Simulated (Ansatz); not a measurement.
Relaxation of Cl3H3OSi2 (9 atoms, charge 0, multiplicity 1), to a largest force component of 0.02 eV/Å in at most 40 steps.

All numbers below come from Ansatz, RKS r2SCAN-D4/6-31G.

```xyz
9
Properties=species:S:1:pos:R:3:forces:R:3
Si 0.000 0.000 0.000 0.85 0.22 0.13
O 0.000 0.000 1.680 1.12 0.23 -1.59
Si -1.315 -0.407 2.644 -1.25 -0.31 1.77
H -2.239 -1.240 1.880 -0.48 -0.41 -0.40
H -0.851 -1.143 3.816 0.35 -0.33 0.49
H -1.999 0.809 3.073 -0.30 0.67 0.17
Cl 2.009 0.000 -0.709 0.14 0.02 -0.02
Cl -1.003 1.738 -0.709 -0.24 0.34 -0.18
Cl -1.003 -1.738 -0.709 -0.20 -0.44 -0.36
```

Question: Where does it end, and by what steps?

Answer: The run converged. Limits of this set-up: no polarisation functions. After 11 steps the energy has fallen by 0.402 eV; H4 moved furthest, 0.89 Å.

```
step  energy less start (eV)  largest force component (eV/Å)  accepted
   0                  0.0000                           1.774       yes
   1                 -0.2303                           1.148       yes
   2                 -0.3038                           0.420       yes
   3                 -0.3558                           0.513       yes
   4                 -0.3859                           0.251       yes
   5                 -0.3968                           0.041       yes
   6                 -0.3956                           0.205        no
   7                 -0.4001                           0.120       yes
   8                 -0.3985                           0.077        no
   9                 -0.4015                           0.028       yes
  10                 -0.4016                           0.106       yes
  11                 -0.4025                           0.002       yes
```

```xyz
9
Properties=species:S:1:pos:R:3
Si -0.085 -0.035 -0.213
O -0.723 -0.218 1.281
Si -1.415 -0.427 2.836
H -2.586 -1.349 2.694
H -0.366 -1.019 3.726
H -1.844 0.920 3.328
Cl 2.067 0.022 -0.104
Cl -0.779 1.803 -1.101
Cl -0.669 -1.677 -1.481
```

Whether the end is a true minimum wasn't checked by a vibrational analysis.

Time of the run: 64 s on 2 threads of Arm Neoverse V2, on a shared host, peak memory 0.16 GiB.
